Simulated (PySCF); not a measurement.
A structure optimised at PBE-D3(BJ)/def2-SVP, used in a PySCF frequency run:

```xyz
5

Sb    -0.4924     0.5207     0.7924
Cl    -2.3728    -0.1638    -0.5347
Cl     0.0440     2.5877    -0.3235
Te     1.1974    -1.2860    -0.5075
H      2.4354    -0.8888     0.5660
```
Charge 0, spin multiplicity 1.

Write its SMILES and formula.

[Cl][Sb]([Cl])[TeH], Cl2HSbTe

What are its rotational constants (standard atomic weights)?

1.5369, 0.64227, 0.54266 GHz
